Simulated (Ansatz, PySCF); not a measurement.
BeCl, SMILES [Be][Cl], multiplicity 2. Atoms are numbered in the order given.

```xyz
2

Be     0.0000     0.0000    -1.4676
Cl     0.0000     0.0000     0.3422
```
Charge 0, spin multiplicity 2.

The structure is a stationary point at PBE0-D3(BJ)/def2-TZVPD. The spin state was assumed, not searched.

Two levels are set side by side: PBE-D3(BJ)/def2-TZVPD (Ansatz, a first-principles code) and PBE0-D3(BJ)/def2-TZVPD (Ansatz). Each level has its own optimised geometry; the coordinates shown are those of the second. Frequencies come from the Hessian of PySCF at each geometry. Differences are taken from unrounded values.

```tsv
quantity	PBE0-D3(BJ)
bond Be1–Cl2 (Å)	1.810
highest harmonic wavenumber (cm⁻¹)	830
mean harmonic wavenumber (cm⁻¹)	830
zero-point energy (kcal/mol)	1.19
```

Q: What does PBE-D3(BJ) give, and how far is it from PBE0-D3(BJ)? (An estimate is asked for; the answer gives what the named calculation found.)

A: 
```json
[
 {"quantity": "bond Be1–Cl2 (Å)", "PBE-D3(BJ)": "1.818", "PBE-D3(BJ) minus PBE0-D3(BJ)": "0.008"},
 {"quantity": "highest harmonic wavenumber (cm⁻¹)", "PBE-D3(BJ)": "811", "PBE-D3(BJ) minus PBE0-D3(BJ)": "-19"},
 {"quantity": "mean harmonic wavenumber (cm⁻¹)", "PBE-D3(BJ)": "811", "PBE-D3(BJ) minus PBE0-D3(BJ)": "-19"},
 {"quantity": "zero-point energy (kcal/mol)", "PBE-D3(BJ)": "1.16", "PBE-D3(BJ) minus PBE0-D3(BJ)": "-0.03"}
]
```
